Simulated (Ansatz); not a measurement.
H3O2Sn, SMILES `[OH][SnH][OH]` radical at its PBE0-D4/def2-TZVP geometry, where that method's forces vanish. The species carries charge 0 and has multiplicity 2. Sn takes the def2 core potential.

```xyz
6

O     0.2653    0.3489    1.3744
Sn   -0.1178   -0.7812   -0.2033
O     0.3819    0.4684   -1.6323
H     0.2304   -0.1077    2.2184
H    -1.8407   -0.9974   -0.4002
H     1.0809    1.0691   -1.3571
```

(1) What forces (eV/Å) does PBE-D4/def2-TZVPP give on these atoms in the Gaussian-basis code of Ansatz? (Best estimate.)

## Answers

(1) Ansatz gave: 
```
O1   0.127  0.614  0.050
Sn2  0.050 -0.772  0.037
O3  -0.245  0.117 -0.604
H4  -0.024 -0.249  0.421
H5  -0.268  0.004 -0.051
H6   0.359  0.286  0.148
```
